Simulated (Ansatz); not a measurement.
Geometry optimisation, DFT PBE, scalar-relativistic, plane waves, PAW (Ansatz).

Input:

```yaml
accuracy: low
crystal:
  lattice:
    - [5.9, 0.0, 0.0]
    - [2.95, 5.10955, 0.0]
    - [0.0, 0.0, 15.6846]
  atoms:
    - { symbol: Ti, position: [0.0, 0.0, 0.0637568] }
    - { symbol: Ti, position: [0.5, 0.0, 0.0637568] }
    - { symbol: Ti, position: [0.0, 0.5, 0.0637568] }
    - { symbol: Ti, position: [0.5, 0.5, 0.0637568] }
    - { symbol: Ti, position: [-0.1666667, 0.3333333, 0.2130944] }
    - { symbol: Ti, position: [0.3333333, 0.3333333, 0.2130944] }
    - { symbol: Ti, position: [-0.1666667, 0.8333333, 0.2130944] }
    - { symbol: Ti, position: [0.3333333, 0.8333333, 0.2130944] }
    - { symbol: Ti, position: [0.0, 0.0, 0.3624319] }
    - { symbol: Ti, position: [0.5, 0.0, 0.3624319] }
    - { symbol: Ti, position: [0.0, 0.5, 0.3624319] }
    - { symbol: Ti, position: [0.5, 0.5, 0.3624319] }
    - { symbol: B, position: [0.1741742, 0.6539604, 0.4822947] }
basis:
  ecutwfc: 420.0
kpoints:
  mp_grid: { grid: [3, 3, 1] }
hamiltonian:
  xc: pbe
scf:
  occupations: { method: fermi_dirac, width: 0.05 }
  lower_state_search: "off"
relax:
  f_tol: 0.08
  max_steps: 25
  adjacent_minimum: "off"
  constraints: [{ sites: [0, 1, 2, 3] }]
output:
  write_density: true
  write_potential: true
  elf: true
  volumetric_format: npy
```

Run as:

```bash
$ ansatz run input.yaml --threads 2 --pin off --max-ram 5120MiB --backend cpu --events-out ev --progress --plain --runs-dir out
```

Where does it end, and by what steps?

It converged. The threshold is loose, so the end isn't yet a minimum. Limits of this set-up: coarse k mesh, thin slab, slab without dipole correction, odd electron count without spin, low accuracy level. After 5 steps the energy has fallen by 1.360 eV; B13 moved furthest, 0.76 Å.

```json
{"step": "0", "energy less start (eV)": "0.0000", "largest force component (eV/Å)": "2.808", "accepted": "yes"}
{"step": "1", "energy less start (eV)": "-0.7076", "largest force component (eV/Å)": "2.216", "accepted": "yes"}
{"step": "2", "energy less start (eV)": "-1.1066", "largest force component (eV/Å)": "0.574", "accepted": "yes"}
{"step": "3", "energy less start (eV)": "-1.3079", "largest force component (eV/Å)": "0.242", "accepted": "yes"}
{"step": "4", "energy less start (eV)": "-1.3495", "largest force component (eV/Å)": "0.158", "accepted": "yes"}
{"step": "5", "energy less start (eV)": "-1.3596", "largest force component (eV/Å)": "0.057", "accepted": "yes"}
```

```xyz
13
Lattice="5.9000 0.0000 0.0000 2.9500 5.1095 0.0000 0.0000 0.0000 15.6846" Properties=species:S:1:pos:R:3
Ti 0.000 0.000 1.000
Ti 2.950 0.000 1.000
Ti 1.475 2.555 1.000
Ti 4.425 2.555 1.000
Ti 0.000 1.701 3.077
Ti 2.950 1.652 3.212
Ti 1.426 4.287 3.222
Ti 4.473 4.287 3.220
Ti 0.001 -0.064 5.475
Ti 2.950 0.005 5.625
Ti 1.518 2.573 5.462
Ti 4.384 2.573 5.460
B 2.953 3.383 6.808
```

The run took 66 s on 2 threads of Arm Neoverse V2, with other jobs on the host, peak memory 0.85 GiB.
